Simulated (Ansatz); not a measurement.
Ideal-gas functions of CH$_{3}$BI, SMILES `C[B]I` radical at 298.15 K and 1 bar, from an Ansatz frequency run at PBE0-D4/def2-TZVP.

Molar mass 152.75 g/mol, point group C1 (symmetry number 1), electronic degeneracy 2, moments of inertia 8.356, 178.754, 184.024 u Å². Harmonic wavenumbers (cm⁻¹, unscaled): 77, 242, 516, 676, 898, 1064, 1306, 1410, 1439, 3018, 3089, 3126.

Use S(trans) = R[1.5 ln M + 2.5 ln T − 1.1517]; rotational temperatures θ = 24.2544 K / I; S(rot) = R[ln(√π/σ · √(T³/θAθBθC)) + 1.5]; for each mode x = 1.438777 ν̃/T, S = R[x/(eˣ − 1) − ln(1 − e⁻ˣ)] and H = RT x/(eˣ − 1); 1 cm⁻¹ = 0.0119627 kJ/mol; R = 8.31446 J/(mol·K).

Q: By hand: the entropy, in J/(mol·K).

A: Translation 171.6. Rotation: θ = 2.9026, 0.1357, 0.1318 K, giving 100.6. Vibration, mode by mode: 16.59, 7.48, 2.59, 1.41, 0.59, 0.30, 0.11, 0.07, 0.06, 0.00, 0.00, 0.00, in all 29.2. Electronic 5.8. Sum 307.2 J/(mol·K).

Q: By hand: H − E and G − E in kJ/mol, counted from the electronic energy.

A: Zero-point energy ½ × 16861 × 0.0119627 = 100.9; thermal vibration 4.5; translation, rotation and pV give 4 RT = 9.9. H − E = 115.3 kJ/mol, and G − E = 115.3 − 298.15 × 307.2/1000 = 23.7 kJ/mol.

Vibration gives 10 % of the entropy, 16.6 J/(mol·K) of it from the mode under 150 cm⁻¹: soft modes count most, and the harmonic formula is weakest for them. The sum counts one conformer and one mirror image; others add a mixing term.
